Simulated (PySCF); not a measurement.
benzoquinone (C₆H₄O₂), SMILES O=C1C=CC(=O)C=C1. Geometry: PBE0-D3(BJ)/def2-SVP.

Method: PBE0-D3(BJ)/def2-SVP in PySCF.

Harmonic wavenumbers (cm⁻¹): 97, 235, 343, 420, 453, 457, 521, 611, 761, 769, 795, 813, 917, 945, 1033, 1037, 1076, 1143, 1232, 1335, 1369, 1411, 1693, 1726, 1817, 1819, 3215, 3216, 3232, 3234. Rotational constants (GHz): 5.256, 1.659, 1.261; symmetry number 4.

### Question
Work out the zero-point energy and the ideal-gas rigid-rotor harmonic-oscillator thermochemistry at 298.15 K and 1 atm.

### Answer
ZPE = ½ Σ hcν = ½ × 37726 cm⁻¹ = 53.93 kcal/mol. H − E(el) = 58.42 kcal/mol. Entropy in cal/(mol K): translation 39.95, rotation 25.02, vibration 11.58, total 76.54. G − E(el) = 35.60 kcal/mol. Cp = 25.12 cal/(mol K). Modes under 150 cm⁻¹ make the vibrational entropy uncertain.
